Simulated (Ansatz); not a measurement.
Reaction (SMILES): N#P (N-P) → N atom + P atom
B3LYP-D3(BJ)/def2-TZVP geometries, fixed; electronic energies without zero-point terms.
Largest species:
```xyz
2

N      0.0000     0.0000    -1.0110
P      0.0000     0.0000     0.4718
```
Charge 0, spin multiplicity 1.

Basis-set convergence of the atomisation energy at MP2 with Ansatz (an electronic-structure program). Cartesian d functions, on some or all atoms, in 6-31+G*, 6-311G**; all else is spherical. Cores are frozen. A restricted Hartree-Fock determinant is unstable towards unrestricted orbitals. Open shells are unrestricted. No added dispersion term, no relativity. Functions are those of the species that has most. Reference: Hartree-Fock in aug-cc-pV(5+d)Z plus the correlation part extrapolated as X^-3 from aug-cc-pV(Q+d)Z and aug-cc-pV(5+d)Z, 157.38 kcal/mol, itself unsure by roughly 0.76 kcal/mol (a third of the extrapolation step and of the last Hartree-Fock step).

```
basis            functions  atomisation energy (kcal/mol)
---------------  ---------  -----------------------------
def2-SVP                32                         131.35
cc-pV(D+d)Z             37                         128.50
6-31+G*                 42                     (withheld)
def2-SVPD               44                         135.26
6-311G**                45                         133.85
aug-cc-pV(D+d)Z         55                         134.26
cc-pV(T+d)Z             69                     (withheld)
def2-TZVPP              73                     (withheld)
def2-TZVPD              80                         146.13
def2-TZVPPD             85                         146.33
aug-pcseg-2             96                         147.80
aug-cc-pV(T+d)Z        101                         147.51
cc-pV(Q+d)Z            119                         151.69
pcseg-3                124                         152.16
def2-QZVPPD            139                         151.98
aug-pcseg-3            174                     (withheld)
cc-pV(5+d)Z            191                         154.51
pcseg-4                206                         154.68
```

Task: What belongs in the gaps?

Result: 
- 6-31+G*, atomisation energy (kcal/mol): 133.28
- cc-pV(T+d)Z, atomisation energy (kcal/mol): 144.89
- def2-TZVPP, atomisation energy (kcal/mol): 145.27
- aug-pcseg-3, atomisation energy (kcal/mol): 152.61
